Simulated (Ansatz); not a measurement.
Basis sets compared for perfluoropentacene (C₂₂F₁₄). Total charge 0; singlet. Geometry r2SCAN-D4/def2-SVP. Ansatz on 8 threads of AMD EPYC 7R43 on a shared host; times are rough, and most runs start from earlier orbitals.

Cartesian coordinates in Å:
```
F 1.465 7.001 2.025
C 1.535 5.684 1.900
C 2.580 4.997 2.579
F 3.431 5.707 3.303
C 2.698 3.632 2.483
F 3.691 3.041 3.137
C 1.776 2.869 1.699
C 1.859 1.480 1.574
F 2.837 0.843 2.210
C 0.948 0.722 0.799
C 1.029 -0.677 0.670
F 2.004 -1.319 1.303
C 0.121 -1.426 -0.102
C 0.197 -2.834 -0.236
F 1.171 -3.480 0.397
C -0.706 -3.573 -1.003
C -0.625 -4.996 -1.136
F 0.330 -5.686 -0.524
C -1.535 -5.684 -1.901
F -1.463 -7.000 -2.027
C -2.579 -4.997 -2.580
F -3.430 -5.706 -3.305
C -2.698 -3.632 -2.484
F -3.690 -3.041 -3.138
C -1.776 -2.869 -1.699
C -1.859 -1.481 -1.573
F -2.837 -0.843 -2.209
C -0.949 -0.722 -0.798
C -1.030 0.677 -0.669
F -2.005 1.318 -1.302
C -0.122 1.426 0.103
C -0.198 2.833 0.237
F -1.172 3.480 -0.395
C 0.705 3.573 1.003
C 0.626 4.996 1.136
F -0.329 5.686 0.523
```

Single mean-field runs in def2-SVP, def2-TZVP are fitted with def2-universal-jkfit.

Binding counts from free atoms (F doublet, C triplet) in the same basis, without a counterpoise term.

```json
{"level": "PBE-D4/def2-SVP (with forces)", "functions": "504", "energy (Eh)": "-2232.1700", "HOMO (eV)": "-4.86", "LUMO (eV)": "-3.89", "binding per atom (eV)": "6.11", "wall time": "18 s"}
{"level": "PBE0-D4/def2-SVP (with forces)", "functions": "504", "energy (Eh)": "-2232.1510", "HOMO (eV)": "-5.83", "LUMO (eV)": "-3.64", "binding per atom (eV)": "5.84", "wall time": "46 s"}
```

**Question.** Estimate the rows for PBE-D4/def2-TZVP, PBE0-D4/def2-TZVP.

**Answer.** 
| level | functions | energy (Eh) | HOMO (eV) | LUMO (eV) | binding per atom (eV) | wall time |
| --- | --- | --- | --- | --- | --- | --- |
| PBE-D4/def2-TZVP | 1116 | -2234.7343 | -4.98 | -4.06 | 5.94 | 58 s |
| PBE0-D4/def2-TZVP | 1116 | -2234.7183 | -5.81 | -3.67 | 5.69 | 3.2 min |
